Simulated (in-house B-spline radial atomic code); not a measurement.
Cl+: [Ne] 3s2 3p4

Level of theory: non-relativistic CAM-B3LYP, spin-polarised, spherical fractional occupations, point nucleus; calculated with a B-spline radial code for spherical atoms.

Effective charges: Z_r = [3n² - l(l+1)]/(2<r>) from the radius, Z_e = n√(-2ε) from the energy, and Slater's rules. Values are occupation-weighted means over spin.

```tsv
shell	electrons	ε (eV)	<r> (bohr)	Z_r	Z_e	Slater
1s	2	-2779	0.09139	16.41	14.29	16.70
2s	2	-273.51	0.4456	13.46	8.97	12.85
2p	6	-212.49	0.4071	12.28	7.90	12.85
3s	2	-35.765	1.499	9.01	4.86	6.45
3p	4	-22.004	1.709	7.31	3.82	6.45
```

The least bound orbital is 3p down at -17.35 eV, and it is also the most diffuse (<r> = 1.772 bohr).

Caution: exact exchange at fractional occupations of open shells leaves self-interaction of up to several eV.
